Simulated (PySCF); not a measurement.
Compound: C7H15P2 (charge +1).
SMILES with atom numbers: `[CH3:1][CH2:2][P@+:3]1([PH2:4])[CH2:5][CH:6]=[C:7]([CH3:8])[CH2:9]1`

NICS is the negative of the GIAO shielding at a point without a nucleus: at the ring centre (0) and 1 Å above and below it (1); zz is the component along the ring normal. Level: GIAO PBE0/pcSseg-1 (PySCF, non-relativistic, gas phase) on the GFN2-xTB geometry, one conformer.

Ring bond lengths (Å), with Mayer bond orders in brackets: P3–C5 1.841 (0.93), C5–C6 1.504 (1.03), C6–C7 1.326 (1.84), C7–C9 1.515 (1.01), C9–P3 1.829 (0.94).

Task: Give the NICS values of each ring in ppm.

Result: 
```csv
ring,type,NICS(0),"NICS(1), two faces","NICS(1)zz, two faces",rms pucker (Å),"centre to ring atoms, mean (Å)"
P3–C5–C6–C7–C9,"5-membered ring with P; formal bonds 1 double, 4 single",-3.8,-3.2 / -4.4,-1.6 / -2.6,0.08,1.35
```

Task: What can be read from them?

Result: 
- P3–C5–C6–C7–C9: mean NICS(1)zz -2.1 ppm, near zero. P3, C5, C9 have four or more neighbours, so the value isn't read as a sign of a π ring current.

Task: Give the inner angles of the rings and the Hirshfeld charges of the ring atoms.

Result: 
- P3–C5–C6–C7–C9: P3 95.8° (+0.409 e), C5 102.9° (-0.087 e), C6 118.8° (-0.045 e), C7 116.3° (+0.020 e), C9 104.0° (-0.091 e); sum 537.8° against 540° for a flat convex ring.

Task: What are the shieldings of the ring atoms and their hydrogens in the same run (means over atoms taken as equivalent)?

Result: 
| atoms | environment | σ isotropic (ppm) | principal values of the symmetric part, first atom (ppm) |
| --- | --- | --- | --- |
| P3 | phosphorus bonded to 3 C and P | 284.1 | 233.9, 293.1, 325.2 |
| C5 | sp3 carbon bound to phosphorus | 142.7 | 115.3, 140.9, 171.8 |
| C6 | alkene CH carbon | 59.3 | -37.3, 87.5, 127.6 |
| C7 | fully substituted alkene carbon | 39.5 | -70.4, 59.3, 129.6 |
| C9 | sp3 carbon bound to phosphorus | 148.4 | 121.6, 144.4, 179.1 |
| H on C5 | methylene hydrogen | 28.36 | 24.0, 26.8, 34.3 |
| H on C5 | methylene hydrogen | 28.26 | 23.6, 26.9, 34.3 |
| H on C6 | vinylic hydrogen | 25.77 | 22.5, 26.3, 28.5 |
| H on C9 | methylene hydrogen | 28.75 | 23.5, 29.1, 33.6 |
| H on C9 | methylene hydrogen | 28.78 | 23.6, 28.6, 34.1 |
